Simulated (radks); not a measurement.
Spherical jellium clusters: N electrons in a uniform positive sphere of charge N and radius rs N^(1/3), rs = 5.84 bohr. Method: non-relativistic Kohn-Sham, LDA (Slater exchange, Perdew-Wang correlation), spin-polarised, spherical densities; computed with a radial shooting solver with Libxc functionals. Levels are named by radial order and angular momentum (1s, 1p, 1d, 2s, ...), and open shells are averaged over m.

N = 17, configuration 1s2 1p6 1d(up 5, down 4). This is the lowest configuration that the search found. Occupied and some empty levels:

level    occupation  eigenvalue (eV)  <r> (bohr)
1s up             1          -3.2639       9.225
1s down           1          -3.2259       9.113
1p up             3          -2.8512       10.95
1p down           3          -2.8030       10.94
1d up             5          -2.3328       12.05
1d down           4          -2.2830       12.07
2s up             0          -2.0903       9.435
2s down           0          -2.0706       9.502
1f up             0          -1.7175       12.97
1f down           0          -1.6697       13.01
2p up             0          -1.3179       11.38
2p down           0          -1.2938       11.40

Energy (eV): total -29.7647, kinetic 15.064, external -626.90, Hartree 313.32, exchange-correlation -45.471, background 314.22.
